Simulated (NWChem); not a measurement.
System: C$_{2}$H$_{9}$NSi; SMILES NC[SiH2]C

NWChem input:

```
start job
memory heap 200 mb stack 900 mb global 1100 mb
geometry units angstroms noautosym nocenter noautoz
  C      0.977457     1.600073     0.112065
  Si    -0.634871     0.659249    -0.133242
  C     -0.453830    -1.149325     0.406202
  N      0.669455    -1.773905    -0.275173
  H      1.288642     1.591750     1.168656
  H      0.870312     2.650452    -0.199535
  H      1.784518     1.155301    -0.491351
  H     -1.721454     1.296147     0.681090
  H     -1.036031     0.717480    -1.573122
  H     -0.433659    -1.207376     1.517333
  H     -1.387033    -1.654808     0.101266
  H      1.549533    -1.376198     0.046180
  H      0.717749    -2.769951    -0.069399
end
basis spherical
  C library pcsseg-1
  Si library pcsseg-1
  N library pcsseg-1
  H library pcsseg-1
end
dft
  xc kt2
  iterations 150
end
property
  shielding
end
task dft property
```

Structure relaxed at the PBE0/def2-SVP level.

GIAO values for the isolated, static molecule; σ is the absolute isotropic shielding, δ = σ(reference) − σ with the isolated reference molecule computed at the same levels (13C: tetramethylsilane, 1H: tetramethylsilane, 15N: ammonia, 29Si: tetramethylsilane).

Atoms are numbered as in the input.

**Question.** What results follow from this input? (KT2/pcSseg-1, GIAO.) Quantities: δ C1 (ppm); δ Si2 (ppm); δ N4 (ppm); δ H5 (rotor mean) (ppm); δ H8 (ppm); δ H9 (ppm); δ H10 (ppm).

**Answer.** 
```yaml
"δ C1 (ppm)": -10.4
"δ Si2 (ppm)": -41.4
"δ N4 (ppm)": 26.5
"δ H5 (rotor mean) (ppm)": 0.17
"δ H8 (ppm)": 4.09
"δ H9 (ppm)": 4.14
"δ H10 (ppm)": 2.74
```
